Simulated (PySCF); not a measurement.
C₂H₃F₂Ga. Atoms are numbered in the order given.

```xyz
8

Ga    -0.0427    -0.3203     0.0000
F     -0.9687    -1.8064     0.0000
F      1.6884    -0.6032     0.0000
C     -0.7587     1.4729     0.0000
C      0.0666     2.5296     0.0000
H     -1.8434     1.6235     0.0000
H     -0.3137     3.5582     0.0000
H      1.1562     2.4185     0.0000
```
Charge 0, spin multiplicity 1.

The structure is a stationary point at B3LYP-D3(BJ)/def2-SVP. The values are those of a single conformer.

Method: PBE/def2-TZVP in PySCF.

Atomic charges (e):

```tsv
atom	Mulliken	IAO
Ga1	0.67	1.18
F2	-0.33	-0.50
F3	-0.34	-0.50
C4	-0.20	-0.44
C5	-0.22	-0.24
H6	0.14	0.17
H7	0.13	0.16
H8	0.15	0.16
```
